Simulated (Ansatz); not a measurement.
**BH2Br (SMILES BBr): where methods fail along a bond**

BH2Br: 4 atoms, total charge 0, spin state singlet. As SMILES, `BBr`. The coordinates come from a PBE0-D4/def2-TZVP relaxation.

```xyz
4

B    -0.1539    0.0250   -0.0969
Br    1.4701   -0.3634    0.7908
H    -1.1112   -0.6173    0.1917
H    -0.1495    0.8954   -0.9059
```

The B1–H3 distance is scanned; the parts on either side stay rigid. Basis STO-3G, 10 core orbitals frozen in the correlated methods; program Ansatz 0.2.0. FCI is exact within this basis and core. Energies in eV from each method's value at 1.188 Å; methods without a U are spin-restricted. The shape above is that at 1.188 Å.

| distance (Å) | HF | BLYP | PBE0 | B2PLYP | RPA@PBE | BCCD(T) | FCI |
| --- | --- | --- | --- | --- | --- | --- | --- |
| 1.188 | 0.00 | 0.00 | 0.00 | 0.00 | 0.00 | 0.00 | 0.00 |
| 1.486 | 1.25 | 0.91 | 1.03 | 1.04 | 0.87 | 0.92 | 0.91 |
| 1.783 | 3.34 | 2.43 | 2.76 | 2.77 | 2.44 | 2.47 | 2.47 |
| 2.377 | 7.35 | 5.12 | 5.90 | 5.78 | 5.13 | 4.73 | 4.71 |
| 2.971 | 9.99 | 6.73 | 7.81 | 7.27 | 6.38 | 5.38 | 5.39 |

Departure from the FCI curve at its largest: HF +4.60 eV at 2.97 Å; BLYP +1.33 eV at 2.97 Å; PBE0 +2.41 eV at 2.97 Å; B2PLYP +1.88 eV at 2.97 Å; RPA@PBE +0.99 eV at 2.97 Å; BCCD(T) -0.02 eV at 2.97 Å. Restricted functionals keep the electrons paired too, and rise too high. Restricted Hartree–Fock keeps the electrons paired, so it rises far too high as the bond breaks.
